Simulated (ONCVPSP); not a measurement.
# Before and after: ONCV potential for iridium

- Element: iridium (Ir)
- Generator: ONCVPSP 4.0.1
- Type: optimised norm-conserving Vanderbilt (ONCV)
- Functional: LDA (Perdew-Zunger)
- Relativity: scalar-relativistic
- Frozen core: [Kr] 4d10 4f14
- Valence charge: 17
- Reference configuration: 5s2 5p6 5d7 6s1 (charge +1)
- Partial waves: 5s+6s: rc 1.90 bohr, ncon 4, nbas 7, qcut 7.6 1/bohr, 2 projectors; 5p: rc 1.40 bohr, ncon 3, nbas 6, qcut 11.5 1/bohr, 2 projectors, debl 1.1 Ha; 5d: rc 2.00 bohr, ncon 4, nbas 9, qcut 7.4 1/bohr, 3 projectors, debl 2.7 Ha; f scattering state at 0.18 Ha: rc 1.55 bohr, ncon 3, nbas 7, qcut 6.5 1/bohr, 2 projectors, debl 2.8 Ha
- Local potential: polynomial inside 1.40 bohr (lpopt 3, dvloc0 0 Ha)
- Core correction: Teter function, fcfact 2.5, rcfact 1.25

In the p channel the program set the typed energies aside and used -2.327, 0.250 Ha.

Change: s: qcut 9.2; p: qcut 14; d: qcut 9; f: qcut 7.9.

Cutoffs: the cutoffs (Ha) at which the residual kinetic energy of the hardest occupied pseudo-wave falls to 1 and 0.1 mHa per electron; they do not see the model core or the augmentation charge, which bear on the density cutoff. Errors are all-electron minus pseudo energies relative to the spin-unpolarised reference configuration.

Question: Predict the effect on cutoff, ghosts and configuration errors.

Answer: The potential gets neither clearly harder nor softer (40 Ha and 47 Ha → 43 Ha and 50 Ha); both files keep a bound ghost (f); of the 4 tests that both files solve, the error grows in 2 and shrinks in 0 by more than 15 % and 0.3 meV (median size 11.8 → 11.4 meV); the range in which the p phases agree narrows (upper end at the end of the scan → 2.7).

```tsv
quantity	base	changed
cutoff, loose	40 Ha	43 Ha
cutoff, tight	47 Ha	50 Ha
loose cutoff by channel	s 17 Ha, p 40 Ha, d 18 Ha	s 21 Ha, p 43 Ha, d 20 Ha
bound ghosts	f	f
GHOST(+) flags under 300 eV	none	p at 82.3 eV
error for 5s2 5p6 5d7 6s2, meV [ΔE -10.19 eV]	+2.0	+2.4
error for 5s2 5p6 5d7 6s0, meV [ΔE 17.85 eV]	-8.7	-7.8
error for 5s2 5p6 5d6 6s0, meV [ΔE 48.69 eV]	-15	-15
error for 5s2 5p6 5d5 6s0, meV [ΔE 92.57 eV]	-30	-38
s: phases at 1.93 bohr within 0.05 rad from the reference energy up to (Ha; the scan ends near 5)	to the end of the scan	to the end of the scan
p: phases at 1.42 bohr within 0.05 rad from the reference energy up to (Ha; the scan ends near 5)	to the end of the scan	2.7
d: phases at 2.03 bohr within 0.05 rad from the reference energy up to (Ha; the scan ends near 5)	to the end of the scan	to the end of the scan
f: phases at 1.58 bohr within 0.05 rad from the reference energy up to (Ha; the scan ends near 5)	to the end of the scan	to the end of the scan
rms error of d²Exc/dni dnj with the model core, mHa	3.38	3.23
```

Base: The cutoffs count occupied waves only; projector 2 of the f channel, the hardest unoccupied one, needs 138 Ha at the loose tolerance. Changed file: The cutoffs count occupied waves only; projector 2 of the f channel, the hardest unoccupied one, needs 124 Ha at the loose tolerance. A true bound ghost makes a file unfit for plane-wave use even where its test errors are small: the radial tests pick states by their node count and pass the ghost by.
